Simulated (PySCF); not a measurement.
F$_{7}$Re, triplet, at the geometry of the source list (the multiplicity is a formal guess) (core potentials on Re); PySCF with DF-SVWN5/def2-SVP.

Here is a job for PySCF.
```python
from pyscf import gto, scf, dft

mol = gto.Mole()
mol.atom = '''
    Re    0.00050000   -0.00140000    0.00030000
    F     0.26200000    1.80430000   -0.29170000
    F     0.05720000   -0.29570000   -1.74490000
    F    -0.05930000    0.30130000    1.74380000
    F    -1.65690000    0.79580000   -0.17850000
    F     0.86200000   -1.60200000    0.33690000
    F    -1.28670000   -1.31900000    0.15370000
    F     1.82110000    0.31670000   -0.01970000
'''
mol.basis = 'def2-svp'
mol.ecp = {'Re': 'def2-svp'}
mol.spin = 2
mol.verbose = 4
mol.build()

mf = dft.UKS(mol)
mf.xc = 'lda,vwn'
mf = mf.density_fit(auxbasis='def2-universal-jkfit')
mf.kernel()
mf.analyze()
```

It wrote (shortened):

```
PySCF version 2.14.0

[INPUT] verbose = 4
[INPUT] num. atoms = 8
[INPUT] num. electrons = 78
[INPUT] charge = 0
[INPUT] spin (= nelec alpha-beta = 2S) = 2
[INPUT] symmetry False subgroup None
[INPUT] Mole.unit = angstrom
[INPUT] Symbol           X                Y                Z      unit          X                Y                Z       unit  Magmom
[...]
nuclear repulsion = 613.139873503125
number of shells = 54
number of NR pGTOs = 225
number of NR cGTOs = 130
basis = def2-svp
ecp = {'Re': 'def2-svp'}

******** <class 'pyscf.df.df_jk.DFUKS'> ********
method = DFUKS
initial guess = minao
damping factor = 0
level_shift factor = 0
DIIS = <class 'pyscf.scf.diis.CDIIS'>
diis_start_cycle = 1
diis_space = 8
diis_damp = 0
SCF conv_tol = 1e-09
SCF conv_tol_grad = None
SCF max_cycles = 50
direct_scf = False
number electrons alpha = 40  beta = 38
XC library pyscf.dft.libxc version 7.1.2
    S. Lehtola, C. Steigemann, M. J. T. Oliveira, and M. A. L. Marques,  SoftwareX 7, 1–5 (2018)
XC functionals = lda,vwn
    P. A. M. Dirac,  Math. Proc. Cambridge Philos. Soc. 26, 376 (1930)
    F. Bloch,  Z. Phys. 57, 545 (1929)
    S. H. Vosko, L. Wilk, and M. Nusair,  Can. J. Phys. 58, 1200 (1980)
radial grids:
    Treutler-Ahlrichs [JCP 102, 346 (1995); DOI:10.1063/1.469408] (M4) radial grids

becke partition: Becke, JCP 88, 2547 (1988); DOI:10.1063/1.454033
pruning grids: <function nwchem_prune>
grids dens level: 3
symmetrized grids: False
atomic radii adjust function: <function treutler_atomic_radii_adjust>
small_rho_cutoff = 0
Set gradient conv threshold to 3.16228e-05
tot grids = 124144
init E= -760.378786205425

cycle= 1 E= -771.774769808139  delta_E= -11.4  |g|= 1.07  |ddm|= 5.68

cycle= 2 E= -767.129035326237  delta_E= 4.65  |g|= 3.59  |ddm|= 3.29

cycle= 3 E= -772.11531739086  delta_E= -4.99  |g|= 0.504  |ddm|=  2.7

cycle= 4 E= -772.134192000151  delta_E= -0.0189  |g|= 0.434  |ddm|= 1.68

cycle= 5 E= -772.093045382972  delta_E= 0.0411  |g|= 0.509  |ddm|= 1.73

cycle= 6 E= -772.1956504562  delta_E= -0.103  |g|= 0.168  |ddm|= 0.618

cycle= 7 E= -772.197909641752  delta_E= -0.00226  |g|= 0.149  |ddm|= 1.59

cycle= 8 E= -772.203661632718  delta_E= -0.00575  |g|= 0.0921  |ddm|= 1.39

cycle= 9 E= -772.203311667399  delta_E= 0.00035  |g|= 0.0965  |ddm|= 1.52

cycle= 10 E= -772.204236945342  delta_E= -0.000925  |g|= 0.0849  |ddm|= 1.32

cycle= 11 E= -772.205743438552  delta_E= -0.00151  |g|= 0.0609  |ddm|= 1.48

cycle= 12 E= -772.205921127855  delta_E= -0.000178  |g|= 0.0581  |ddm|= 1.53

cycle= 13 E= -772.205604422635  delta_E= 0.000317  |g|= 0.0636  |ddm|= 1.34

cycle= 14 E= -772.205765796404  delta_E= -0.000161  |g|= 0.0609  |ddm|= 0.713

cycle= 15 E= -772.205797744502  delta_E= -3.19e-05  |g|= 0.0604  |ddm|= 0.103

cycle= 16 E= -772.205809758435  delta_E= -1.2e-05  |g|= 0.0602  |ddm|= 0.0521

cycle= 17 E= -772.205882375562  delta_E= -7.26e-05  |g|= 0.0589  |ddm|= 0.137

cycle= 18 E= -772.205891217307  delta_E= -8.84e-06  |g|= 0.0588  |ddm|= 0.436

cycle= 19 E= -772.205833957743  delta_E= 5.73e-05  |g|= 0.0597  |ddm|=    1

cycle= 20 E= -772.205848715193  delta_E= -1.48e-05  |g|= 0.0595  |ddm|= 1.11

cycle= 21 E= -772.205773824115  delta_E= 7.49e-05  |g|= 0.0608  |ddm|= 0.744

cycle= 22 E= -772.205832411791  delta_E= -5.86e-05  |g|= 0.0598  |ddm|= 0.0228

cycle= 23 E= -772.205874264375  delta_E= -4.19e-05  |g|= 0.059  |ddm|= 0.343

cycle= 24 E= -772.205870469158  delta_E= 3.8e-06  |g|= 0.0591  |ddm|= 0.21

cycle= 25 E= -772.205886364613  delta_E= -1.59e-05  |g|= 0.0588  |ddm|= 0.293

cycle= 26 E= -772.205910775257  delta_E= -2.44e-05  |g|= 0.0582  |ddm|= 0.192

cycle= 27 E= -772.205730098466  delta_E= 0.000181  |g|= 0.0616  |ddm|= 1.49

cycle= 28 E= -772.205782242807  delta_E= -5.21e-05  |g|= 0.0606  |ddm|= 0.394

cycle= 29 E= -772.205838138734  delta_E= -5.59e-05  |g|= 0.0596  |ddm|= 0.176

cycle= 30 E= -772.205847751296  delta_E= -9.61e-06  |g|= 0.0595  |ddm|= 0.313

cycle= 31 E= -772.205875651072  delta_E= -2.79e-05  |g|= 0.059  |ddm|= 0.393

cycle= 32 E= -772.205893171165  delta_E= -1.75e-05  |g|= 0.0587  |ddm|= 0.691

cycle= 33 E= -772.205893117497  delta_E= 5.37e-08  |g|= 0.0586  |ddm|= 1.44

cycle= 34 E= -772.205827736421  delta_E= 6.54e-05  |g|= 0.0599  |ddm|= 1.03

cycle= 35 E= -772.205853713688  delta_E= -2.6e-05  |g|= 0.0593  |ddm|= 0.125

cycle= 36 E= -772.20585216231  delta_E= 1.55e-06  |g|= 0.0593  |ddm|= 0.046

cycle= 37 E= -772.205795740934  delta_E= 5.64e-05  |g|= 0.0605  |ddm|= 0.551

cycle= 38 E= -772.20590218142  delta_E= -0.000106  |g|= 0.0585  |ddm|= 0.168

cycle= 39 E= -772.205898798359  delta_E= 3.38e-06  |g|= 0.0586  |ddm|= 0.317

cycle= 40 E= -772.205902314113  delta_E= -3.52e-06  |g|= 0.0585  |ddm|= 0.667

cycle= 41 E= -772.205677629366  delta_E= 0.000225  |g|= 0.0627  |ddm|= 1.48

cycle= 42 E= -772.205806061962  delta_E= -0.000128  |g|= 0.0602  |ddm|= 0.0813

cycle= 43 E= -772.205859277712  delta_E= -5.32e-05  |g|= 0.0592  |ddm|= 0.109

cycle= 44 E= -772.205893688459  delta_E= -3.44e-05  |g|= 0.0586  |ddm|= 0.357

cycle= 45 E= -772.205891860818  delta_E= 1.83e-06  |g|= 0.0587  |ddm|= 0.28

cycle= 46 E= -772.205878216364  delta_E= 1.36e-05  |g|= 0.0589  |ddm|= 1.53

cycle= 47 E= -772.20591349301  delta_E= -3.53e-05  |g|= 0.0583  |ddm|= 1.12

cycle= 48 E= -772.2058403183  delta_E= 7.32e-05  |g|= 0.0595  |ddm|= 1.45

cycle= 49 E= -772.205866121945  delta_E= -2.58e-05  |g|= 0.0591  |ddm|=  1.3

cycle= 50 E= -772.205896412499  delta_E= -3.03e-05  |g|= 0.0585  |ddm|= 1.43
SCF not converged.
SCF energy = -772.205896412499 after 50 cycles  <S^2> = 2.0018411  2S+1 = 3.0012271
**** SCF Summaries ****
Total Energy =                        -772.205896412498532
Nuclear Repulsion Energy =             613.139873503124818
One-electron Energy =                -2327.139498157268008
Two-electron Energy =                  941.793728241644658
Two-electron Coulomb Energy =         1018.889054969345580
DFT Exchange-Correlation Energy =      -77.095326727700979
**** MO energy ****
                             alpha | beta                alpha | beta
[...]
spin_pop of  0 Re 5s        0.00011
spin_pop of  0 Re 6s       -0.00100
spin_pop of  0 Re 7s        0.00006
spin_pop of  0 Re 8s        0.00002
spin_pop of  0 Re 9s        0.00001
spin_pop of  0 Re 10s       -0.00003
spin_pop of  0 Re 5px      -0.00089
spin_pop of  0 Re 5py      -0.00087
spin_pop of  0 Re 5pz       0.00024
spin_pop of  0 Re 6px      -0.00026
spin_pop of  0 Re 6py      -0.00025
spin_pop of  0 Re 6pz       0.00009
spin_pop of  0 Re 7px      -0.00073
spin_pop of  0 Re 7py      -0.00072
spin_pop of  0 Re 7pz      -0.00019
spin_pop of  0 Re 5dxy      0.01160
spin_pop of  0 Re 5dyz      0.54705
spin_pop of  0 Re 5dz^2     0.00954
spin_pop of  0 Re 5dxz      0.01456
spin_pop of  0 Re 5dx2-y2    0.14631
spin_pop of  0 Re 6dxy      0.00007
spin_pop of  0 Re 6dyz      0.01859
spin_pop of  0 Re 6dz^2    -0.00014
spin_pop of  0 Re 6dxz      0.00050
spin_pop of  0 Re 6dx2-y2    0.00971
spin_pop of  0 Re 5f-3     -0.00004
spin_pop of  0 Re 5f-2     -0.00007
spin_pop of  0 Re 5f-1     -0.00014
spin_pop of  0 Re 5f+0     -0.00006
spin_pop of  0 Re 5f+1     -0.00003
spin_pop of  0 Re 5f+2     -0.00039
spin_pop of  0 Re 5f+3     -0.00039
spin_pop of  1 F 1s       -0.00000
spin_pop of  1 F 2s        0.00077
spin_pop of  1 F 3s       -0.00032
spin_pop of  1 F 2px       0.19867
spin_pop of  1 F 2py       0.00241
spin_pop of  1 F 2pz       0.01142
spin_pop of  1 F 3px      -0.00016
spin_pop of  1 F 3py       0.00008
spin_pop of  1 F 3pz       0.00251
spin_pop of  1 F 3dxy      0.00001
spin_pop of  1 F 3dyz      0.00011
spin_pop of  1 F 3dz^2     0.00002
spin_pop of  1 F 3dxz      0.00004
spin_pop of  1 F 3dx2-y2   -0.00001
spin_pop of  2 F 1s       -0.00000
spin_pop of  2 F 2s        0.00015
spin_pop of  2 F 3s       -0.00017
spin_pop of  2 F 2px       0.04904
spin_pop of  2 F 2py       0.00635
spin_pop of  2 F 2pz      -0.00371
spin_pop of  2 F 3px       0.00910
spin_pop of  2 F 3py       0.00141
spin_pop of  2 F 3pz       0.00000
spin_pop of  2 F 3dxy      0.00001
spin_pop of  2 F 3dyz      0.00004
spin_pop of  2 F 3dz^2     0.00000
spin_pop of  2 F 3dxz      0.00028
spin_pop of  2 F 3dx2-y2    0.00000
spin_pop of  3 F 1s       -0.00000
spin_pop of  3 F 2s        0.00015
spin_pop of  3 F 3s       -0.00017
spin_pop of  3 F 2px       0.05090
spin_pop of  3 F 2py       0.00707
spin_pop of  3 F 2pz      -0.00371
spin_pop of  3 F 3px       0.00938
spin_pop of  3 F 3py       0.00150
spin_pop of  3 F 3pz       0.00000
spin_pop of  3 F 3dxy      0.00001
spin_pop of  3 F 3dyz      0.00005
spin_pop of  3 F 3dz^2     0.00000
spin_pop of  3 F 3dxz      0.00028
spin_pop of  3 F 3dx2-y2    0.00000
spin_pop of  4 F 1s       -0.00000
spin_pop of  4 F 2s        0.00077
spin_pop of  4 F 3s       -0.00027
spin_pop of  4 F 2px       0.03788
spin_pop of  4 F 2py       0.15972
spin_pop of  4 F 2pz       0.01566
spin_pop of  4 F 3px      -0.00001
spin_pop of  4 F 3py      -0.00010
spin_pop of  4 F 3pz       0.00446
spin_pop of  4 F 3dxy     -0.00001
spin_pop of  4 F 3dyz      0.00013
spin_pop of  4 F 3dz^2     0.00002
spin_pop of  4 F 3dxz      0.00006
spin_pop of  4 F 3dx2-y2   -0.00000
spin_pop of  5 F 1s       -0.00000
spin_pop of  5 F 2s        0.00077
spin_pop of  5 F 3s       -0.00025
spin_pop of  5 F 2px       0.15628
spin_pop of  5 F 2py       0.04199
spin_pop of  5 F 2pz      -0.00074
spin_pop of  5 F 3px      -0.00018
spin_pop of  5 F 3py      -0.00001
spin_pop of  5 F 3pz       0.00000
spin_pop of  5 F 3dxy     -0.00001
spin_pop of  5 F 3dyz      0.00002
spin_pop of  5 F 3dz^2     0.00001
spin_pop of  5 F 3dxz      0.00006
spin_pop of  5 F 3dx2-y2    0.00000
spin_pop of  6 F 1s       -0.00000
spin_pop of  6 F 2s        0.00076
spin_pop of  6 F 3s       -0.00028
spin_pop of  6 F 2px       0.10171
spin_pop of  6 F 2py       0.09314
spin_pop of  6 F 2pz       0.03802
spin_pop of  6 F 3px      -0.00011
spin_pop of  6 F 3py       0.00011
spin_pop of  6 F 3pz       0.00853
spin_pop of  6 F 3dxy     -0.00001
spin_pop of  6 F 3dyz      0.00023
spin_pop of  6 F 3dz^2     0.00002
spin_pop of  6 F 3dxz      0.00009
spin_pop of  6 F 3dx2-y2    0.00001
spin_pop of  7 F 1s       -0.00000
spin_pop of  7 F 2s        0.00077
spin_pop of  7 F 3s       -0.00031
spin_pop of  7 F 2px       0.00401
spin_pop of  7 F 2py       0.19022
spin_pop of  7 F 2pz       0.04092
spin_pop of  7 F 3px       0.00001
spin_pop of  7 F 3py       0.00000
spin_pop of  7 F 3pz       0.00978
spin_pop of  7 F 3dxy      0.00001
spin_pop of  7 F 3dyz      0.00000
spin_pop of  7 F 3dz^2     0.00001
spin_pop of  7 F 3dxz      0.00035
spin_pop of  7 F 3dx2-y2   -0.00001
In total            40.00000 | 38.00000
Dipole moment(X, Y, Z, Debye):  0.01968, -0.00888, -0.01527
```

Convergence was not reached.
